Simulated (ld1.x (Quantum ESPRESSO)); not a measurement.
**Which change was made? (Pt, TM semilocal)**

| Item | Value |
| --- | --- |
| Element | Pt (Z = 78) |
| Generator | ld1.x (Quantum ESPRESSO) 7.5 |
| Type | norm-conserving Troullier–Martins (semilocal form) |
| Functional | LDA (PZ) |
| Relativity | scalar-relativistic |
| Frozen core | [Kr] 4d10 |
| Valence charge | 32 |
| Reference configuration | 4f14 5s2 5p6 5d10 6s0 6p0 |
| Partial waves | 5s (bound): rc 0.90 bohr; 5p (bound): rc 1.75 bohr; 5d (bound): rc 1.85 bohr; 4f (bound): rc 1.05 bohr |
| Local potential | the f channel |
| Core correction | a·sin(br)/r model core inside 0.75 bohr |

Cutoffs, loose and tight: the cutoffs (Ry, on a coarse ladder) from which the occupation-weighted sum of valence levels, in a spherical-Bessel basis at the reference potential, stays within 10 and 1 mRy of its value at 400 Ry. They do not see the model core or the augmentation charge, which bear on the density cutoff. Test errors are all-electron minus pseudo excitation energies from the reference, over the configurations 4f14 5s2 5p6 5d9 6s1 6p0; 4f14 5s2 5p6 5d9 6s0 6p0; 4f14 5s2 5p6 5d8 6s0 6p0; 4f14 5s2 5p6 5d8 6s1 6p0; 4f14 5s2 5p6 5d7 6s0 6p0; 4f14 5s1 5p6 5d9 6s1 6p0; 4f14 5s2 5p6 5d9 6s0 6p1 (two spin-polarised tests are not counted in the largest error); variants that change the core or the reference have their own tests. The largest error is taken over the tests solved by every variant that gives reliable tests at all, those not shown here included: 4f14 5s2 5p6 5d7 6s0 6p0; 4f14 5s2 5p6 5d8 6s0 6p0; 4f14 5s2 5p6 5d9 6s0 6p0; 4f14 5s2 5p6 5d9 6s0 6p1.

The base gives: outcome: generated; bound ghosts: not determined; largest test error (meV): +199.

(1) After one change the result is: outcome: generated; bound ghosts: not determined; largest test error (meV): +199. Which change was it?
A. wave 5s (bound): rc 0.90 bohr becomes 5s (bound): rc 1.34 bohr
B. wave 5s (bound): rc 0.90 bohr becomes 5s (bound): rc 1.10 bohr
C. wave 5s (bound): rc 0.90 bohr becomes 5s (bound): rc 0.76 bohr

Answers

(1) A. The others give: wave 5s (bound): rc 0.90 bohr becomes 5s (bound): rc 0.76 bohr → outcome: generated; bound ghosts: not determined; largest test error (meV): +199 | wave 5s (bound): rc 0.90 bohr becomes 5s (bound): rc 1.10 bohr → outcome: generated; bound ghosts: not determined; largest test error (meV): +199.
